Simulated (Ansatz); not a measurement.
Basis-set extrapolation for F2H4SSi2, SMILES `F[SiH](F)S[SiH3]` (PBE0-D4/def2-TZVP geometry, frozen core, Ansatz). Multiplicity 1, RHF reference.

|  | def2-TZVPP | def2-QZVPP |
| --- | --- | --- |
| HF | -1176.928605 | -1176.968164 |
| MP2 correlation | -0.915573 | -1.000094 |
| CCSD(T) correlation | -0.990808 | not run |

Energies in hartree. Use E(X) = E(∞) + A·exp(−7.88·√X) for Hartree–Fock and E(X) = E(∞) + B·X^(−2.97) for correlation, with X = 3 and 4, and add CCSD(T) minus MP2 of the smaller set to the MP2 limit.

Q: What is the CCSD(T) energy at the basis-set limit?

A: HF limit: -1176.968164 + (-0.039559) × 0.13774 = -1176.97361. MP2 limit: -1.000094 + (-0.084521) × 0.74074 = -1.06270. Higher-order term: -0.990808 − (-0.915573) = -0.07524. Total: -1178.11155 hartree, 504.5 kJ/mol below CCSD(T)/def2-TZVPP.
